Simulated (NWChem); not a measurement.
System: TiOCl cation; SMILES [Cl][Ti+]=[O]

NWChem input:

```
start job
memory heap 200 mb stack 900 mb global 1100 mb
charge 1
geometry units angstroms
  Ti     0.395960     0.598844     0.000000
  Cl    -0.122459    -1.465037     0.000000
  O     -0.908631     1.416955     0.000000
end
basis spherical
  Ti library 6-31g*
  Cl library 6-31g*
  O library 6-31g*
end
dft
  xc b3lyp
  iterations 150
end
driver
  maxiter 120
end
task dft optimize
task dft freq
```

Excerpt of the output:

```
             Northwest Computational Chemistry Package (NWChem) 7.3.0
             --------------------------------------------------------

 CS  symmetry detected

                             Geometry "geometry" -> ""
                             -------------------------

 Output coordinates in angstroms (scale by  1.889725989 to convert to a.u.)

  No.       Tag          Charge          X              Y              Z
 ---- ---------------- ---------- -------------- -------------- --------------
    1 Ti                  22.0000     0.42959730     0.59325890     0.00000000
    2 Cl                  17.0000    -0.15736998    -1.45218297     0.00000000
    3 O                    8.0000    -0.84698137     1.45442682     0.00000000

 Effective nuclear repulsion energy (a.u.)     177.5771832821

      Symmetry information
      --------------------

 Group name             Cs
 Group number              2
 Group order               2
 No. of unique centers     3

                                Z-matrix (autoz)
                                --------

 Units are Angstrom for bonds and degrees for angles

      Type          Name      I     J     K     L     M      Value
      ----------- --------  ----- ----- ----- ----- ----- ----------
    1 Stretch                  1     2                       2.12800
    2 Stretch                  1     3                       1.53989
    3 Bend                     2     1     3               107.99168

                           NWChem Geometry Optimization
                           ----------------------------

 maximum gradient threshold         (gmax) =   0.000450
 rms gradient threshold             (grms) =   0.000300
 maximum cartesian step threshold   (xmax) =   0.001800
 rms cartesian step threshold       (xrms) =   0.001200
 fixed trust radius                (trust) =   0.300000
 source of zmatrix                         =   autoz

          -------------------
          Energy Minimization
          -------------------

 Using diagonal initial Hessian
 Scaling for Hessian diagonals: bonds = 1.00  angles = 0.25  torsions = 0.10

          --------
          Step   0

                                 NWChem DFT Module
                                 -----------------

 Summary of "ao basis" -> "ao basis" (spherical)
 ------------------------------------------------------------------------------
       Tag                 Description            Shells   Functions and Types
 ---------------- ------------------------------  ------  ---------------------
 Ti                          6-31g*                 12       34   5s4p2d1f
 Cl                          6-31g*                  8       18   4s3p1d
 O                           6-31g*                  6       14   3s2p1d

      Symmetry analysis of basis
      --------------------------

        a'         46
        a"         20

            General Information
            -------------------
          SCF calculation type: DFT
          Wavefunction type:  closed shell.
          No. of atoms     :     3
          No. of electrons :    46
           Alpha electrons :    23
            Beta electrons :    23
          Charge           :     1
          Spin multiplicity:     1
          Use of symmetry is: on ; symmetry adaption is: on
          Maximum number of iterations: 150
          AO basis - number of functions:    66
                     number of shells:    26
          Convergence on energy requested:  1.00D-06
          Convergence on density requested:  1.00D-05
          Convergence on gradient requested:  5.00D-04

              XC Information
              --------------
                         B3LYP Method XC Potential
                     Hartree-Fock (Exact) Exchange  0.200
                        Slater Exchange Functional  0.800 local
                    Becke 1988 Exchange Functional  0.720 non-local
              Lee-Yang-Parr Correlation Functional  0.810
                  VWN I RPA Correlation Functional  0.190 local

             Grid Information
             ----------------
          Grid used for XC integration:  medium
          Radial quadrature: Mura-Knowles
          Angular quadrature: Lebedev.
          Tag              B.-S. Rad. Rad. Pts. Rad. Cut. Ang. Pts.
          ---              ---------- --------- --------- ---------
          Ti                  1.40      112           9.0       590
          Cl                  1.00       88          10.0       590
          O                   0.60       49           8.0       434
          Grid pruning is: on
          Number of quadrature shells:   249
          Spatial weights used:  Erf1

      Superposition of Atomic Density Guess
      -------------------------------------

 Sum of atomic energies:       -1382.50614453

 Renormalizing density from      47.00 to     46

      Non-variational initial energy
      ------------------------------

 Total energy =   -1363.732598
 1-e energy   =   -2205.967712
 2-e energy   =     664.657931
 HOMO         =      -0.822304
 LUMO         =      -0.423307

      Symmetry analysis of molecular orbitals - initial
      -------------------------------------------------

  Numbering of irreducible representations:

     1 a'          2 a"

  Orbital symmetries:

     1 a'          2 a'          3 a'          4 a'          5 a'
     6 a'          7 a"          8 a'          9 a'         10 a'
    11 a"         12 a'         13 a'         14 a'         15 a"
    16 a'         17 a'         18 a'         19 a"         20 a'
    21 a'         22 a"         23 a'         24 a'         25 a"
    26 a'         27 a"         28 a'         29 a'         30 a"
    31 a'         32 a'         33 a'

   convergence    iter        energy       DeltaE   RMS-Dens  Diis-err
 ---------------- ----- ----------------- --------- --------- ---------
 d= 0,ls=0.0,diis     1  -1384.0153372655 -1.56D+03  7.89D-02  4.38D+00
 d= 0,ls=0.0,diis     2  -1365.0195322660  1.90D+01  6.01D-02  1.39D+02
 d= 0,ls=0.0,diis     3  -1382.7642651286 -1.77D+01  3.05D-02  2.10D+01
 d= 0,ls=0.0,diis     4  -1381.6794771285  1.08D+00  1.25D-02  3.01D+01
 d= 0,ls=0.0,diis     5  -1382.8671516172 -1.19D+00  7.90D-04  2.05D+01
  Resetting Diis
 d= 0,ls=0.0,diis     6  -1382.8316066238  3.55D-02  6.00D-03  2.10D+01
 d= 0,ls=0.0,diis     7  -1383.6325660304 -8.01D-01  5.41D-02  1.06D+01
 d= 0,ls=0.0,diis     8  -1382.3494479131  1.28D+00  4.34D-02  1.63D+01
 d= 0,ls=0.0,diis     9  -1383.9903073671 -1.64D+00  2.55D-02  6.53D+00
 d= 0,ls=0.0,diis    10  -1384.2623508807 -2.72D-01  1.66D-02  2.59D+00
 d= 0,ls=0.0,diis    11  -1384.6056186537 -3.43D-01  2.74D-03  3.84D-02
 d= 0,ls=0.0,diis    12  -1384.6110625613 -5.44D-03  5.35D-04  6.38D-03
 d= 0,ls=0.0,diis    13  -1384.6116739949 -6.11D-04  1.36D-04  3.84D-04
 d= 0,ls=0.0,diis    14  -1384.6117100241 -3.60D-05  2.94D-05  5.34D-06
 d= 0,ls=0.0,diis    15  -1384.6117106817 -6.58D-07  7.67D-06  7.91D-07

         Total DFT energy =    -1384.611710681691
      One electron energy =    -2244.808879937009
           Coulomb energy =      761.327527641590
    Exchange-Corr. energy =      -78.707541668398
 Nuclear repulsion energy =      177.577183282126

 Numeric. integr. density =       45.999998348367

                  Occupations of the irreducible representations
                  ----------------------------------------------

                     irrep           alpha         beta
                     --------     --------     --------
                     a'               18.0         18.0
                     a"                5.0          5.0

                       DFT Final Molecular Orbital Analysis
                       ------------------------------------

 Vector   21  Occ=2.000000D+00  E=-5.890591D-01  Symmetry=a'
              MO Center= -2.1D-01, -8.6D-01, -2.7D-16, r^2= 2.4D+00
   Bfn.  Coefficient  Atom+Function         Bfn.  Coefficient  Atom+Function
  ----- ------------  ---------------      ----- ------------  ---------------
    42      0.621648  2 Cl py                38     -0.243359  2 Cl py
    56     -0.242183  3 O  py                46      0.236814  2 Cl py
    10     -0.185559  1 Ti s                 20     -0.184470  1 Ti d  0
     6      0.162076  1 Ti s                 60     -0.159458  3 O  py
    40     -0.128531  2 Cl s                 12     -0.126072  1 Ti py

 Vector   22  Occ=2.000000D+00  E=-5.624933D-01  Symmetry=a"
              MO Center= -8.3D-02, -1.2D+00,  7.9D-16, r^2= 1.5D+00
   Bfn.  Coefficient  Atom+Function         Bfn.  Coefficient  Atom+Function
  ----- ------------  ---------------      ----- ------------  ---------------
    43      0.679465  2 Cl pz                47      0.336076  2 Cl pz
    39     -0.265274  2 Cl pz                19     -0.176504  1 Ti d -1
    24     -0.149559  1 Ti d -1              13      0.089746  1 Ti pz
    21      0.083278  1 Ti d  1              26      0.063279  1 Ti d  1
     9     -0.057656  1 Ti pz                57      0.045780  3 O  pz

 Vector   23  Occ=2.000000D+00  E=-5.395852D-01  Symmetry=a'
              MO Center= -2.1D-01, -9.8D-01,  7.7D-17, r^2= 2.2D+00
   Bfn.  Coefficient  Atom+Function         Bfn.  Coefficient  Atom+Function
  ----- ------------  ---------------      ----- ------------  ---------------
    41      0.672283  2 Cl px                45      0.332494  2 Cl px
    37     -0.260651  2 Cl px                55     -0.235212  3 O  px
    59     -0.171186  3 O  px                42     -0.137709  2 Cl py
    56     -0.109048  3 O  py                 8      0.089545  1 Ti py
    60     -0.073249  3 O  py                12     -0.069554  1 Ti py

[...]

      ----------------------
      Optimization converged
      ----------------------

  Step       Energy      Delta E   Gmax     Grms     Xrms     Xmax
  ---- ---------------- -------- -------- -------- -------- --------
@    3   -1384.61208839 -5.1D-07  0.00007  0.00006  0.00068  0.00150
                                     ok       ok       ok       ok

                                Z-matrix (autoz)
                                --------

 Units are Angstrom for bonds and degrees for angles

      Type          Name      I     J     K     L     M      Value     Gradient
      ----------- --------  ----- ----- ----- ----- ----- ---------- ----------
    1 Stretch                  1     2                       2.14710   -0.00006
    2 Stretch                  1     3                       1.55341    0.00003
    3 Bend                     2     1     3               108.86612    0.00007

                         Geometry "geometry" -> "geometry"
                         ---------------------------------

 Output coordinates in angstroms (scale by  1.889725989 to convert to a.u.)

  No.       Tag          Charge          X              Y              Z
 ---- ---------------- ---------- -------------- -------------- --------------
    1 Ti                  22.0000     0.42841585     0.59382320     0.00000000
    2 Cl                  17.0000    -0.15224611    -1.47327035     0.00000000
    3 O                    8.0000    -0.85092379     1.47494991     0.00000000

 Effective nuclear repulsion energy (a.u.)     175.8844972371

      Symmetry information
      --------------------

 Group name             Cs
 Group number              2
 Group order               2
 No. of unique centers     3

                Final and change from initial internal coordinates
                --------------------------------------------------

                                Z-matrix (autoz)
                                --------

 Units are Angstrom for bonds and degrees for angles

      Type          Name      I     J     K     L     M      Value       Change
      ----------- --------  ----- ----- ----- ----- ----- ---------- ----------
    1 Stretch                  1     2                       2.14710    0.01911
    2 Stretch                  1     3                       1.55341    0.01352
    3 Bend                     2     1     3               108.86612    0.87444

 ==============================================================================
                                internuclear distances
 ------------------------------------------------------------------------------
       center one      |      center two      | atomic units |  angstroms
 ------------------------------------------------------------------------------
    2 Cl               |   1 Ti               |     4.05743  |     2.14710
    3 O                |   1 Ti               |     2.93553  |     1.55341
 ------------------------------------------------------------------------------
                         number of included internuclear distances:          2
 ==============================================================================

[second-derivative integrals and response iterations left out]

  Vibrational analysis via the FX method

  See chapter 2 in "Molecular Vibrations" by Wilson, Decius and Cross

  Vib: Default input used

 ---------------------------- Atom information ----------------------------
     atom    #        X              Y              Z            mass
 --------------------------------------------------------------------------
    Ti       1  8.0958857D-01  1.1221631D+00  0.0000000D+00  4.5948000D+01
    Cl       2 -2.8770344D-01 -2.7840773D+00  0.0000000D+00  3.4968850D+01
    O        3 -1.6080128D+00  2.7872512D+00  0.0000000D+00  1.5994910D+01
 --------------------------------------------------------------------------

[unprojected Hessian and modes left out]

        Vibrational analysis via the FX method
  --- with translations and rotations projected out ---
  --- via the Eckart algorithm                      ---
 Projected Nuclear Hessian trans-rot subspace norm:1.8296D-33
                         (should be close to zero!)

[projected Hessian left out]

 Rotational Constants
 --------------------
 A=   0.809817 cm-1  (  1.165120 K)
 B=   0.132845 cm-1  (  0.191130 K)
 C=   0.114124 cm-1  (  0.164195 K)

 Temperature                      =   298.15K
 frequency scaling parameter      =   1.0000

 Zero-Point correction to Energy  =    2.771 kcal/mol  (  0.004415 au)
 Thermal correction to Energy     =    5.007 kcal/mol  (  0.007979 au)
 Thermal correction to Enthalpy   =    5.599 kcal/mol  (  0.008923 au)

 Total Entropy                    =   66.454 cal/mol-K
   - Translational                =   39.607 cal/mol-K (mol. weight =  96.9118)
   - Rotational                   =   24.378 cal/mol-K (symmetry #  =        1)
   - Vibrational                  =    2.469 cal/mol-K

 Cv (constant volume heat capacity) =    9.172 cal/mol-K
   - Translational                  =    2.979 cal/mol-K
   - Rotational                     =    2.979 cal/mol-K
   - Vibrational                    =    3.213 cal/mol-K

[normal modes left out]

 ----------------------------------------------------------------------------
 Normal Eigenvalue ||           Projected Infra Red Intensities
  Mode   [cm**-1]  || [atomic units] [(debye/angs)**2] [(KM/mol)] [arbitrary]
 ------ ---------- || -------------- ----------------- ---------- -----------
    1        0.000 ||    0.058899           1.359        57.417      13.837
    2        0.000 ||    0.001337           0.031         1.303       0.314
    3        0.000 ||    0.011500           0.265        11.210       2.702
    4        0.000 ||    0.007007           0.162         6.831       1.646
    5        0.000 ||    0.007427           0.171         7.240       1.745
    6        0.000 ||    0.017354           0.400        16.918       4.077
    7      240.344 ||    0.009880           0.228         9.631       2.321
    8      513.141 ||    0.093999           2.169        91.635      22.083
    9     1185.575 ||    0.175699           4.054       171.280      41.276
 ----------------------------------------------------------------------------
```

Level: B3LYP/6-31G* (spherical d). This spin state was assumed; another may lie lower.
